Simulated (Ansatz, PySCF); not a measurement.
Species: C₂H₈O₄Si, charge 0, multiplicity 1. 
Coordinates optimised at B3LYP-D3(BJ)/def2-TZVP (Ansatz, a quantum-chemistry and plane-wave program):
```xyz
15

Si    -0.1844     0.3930     0.0122
O     -0.8229    -0.9000     0.7701
C     -1.3996    -2.0163     0.1043
O      1.1995     0.0974    -0.7951
C      2.4419    -0.2055    -0.1734
O      0.1626     1.4926     1.1718
O     -1.2789     0.8869    -1.0979
H     -1.8061    -2.6853     0.8623
H     -0.6471    -2.5567    -0.4765
H     -2.2032    -1.7008    -0.5645
H      2.7294     0.5792     0.5296
H      2.3898    -1.1580     0.3610
H      3.1978    -0.2812    -0.9545
H     -0.4523     1.5705     1.9050
H     -0.9630     1.4464    -1.8112
```

Quantity: atomisation energy (electronic, to ground-state atoms), in eV. Cores are frozen in the correlated levels unless marked. UHF or UKS for open shells. Spin-orbit coupling is left out. Non-relativistic. The coupled-cluster limit lacks core correlation, which all-electron functionals hold. Basis-set limits of correlation are two-point, X^-3; Hartree-Fock from the larger set. The bracket is a focal-point correction in the basis named.

```json
[
 {"level": "HF-D4/def2-TZVPD", "program": "PySCF + dftd4", "atomisation energy (eV)": "46.50"},
 {"level": "PBE-D4/def2-TZVPD", "program": "Ansatz + dftd4", "atomisation energy (eV)": "64.15"},
 {"level": "BLYP-D4/def2-TZVPD", "program": "Ansatz + dftd4", "atomisation energy (eV)": "63.07"},
 {"level": "PBE0-D4/def2-TZVP", "program": "Ansatz + dftd4", "atomisation energy (eV)": "62.78"}
]
```

Problem. Estimate the value at RI-MP2/CBS(cc-pV(T+d)Z,cc-pV(Q+d)Z)+[CCSD(T)-MP2]/cc-pV(D+d)Z as computed with Ansatz.

Solution. 63.77 eV
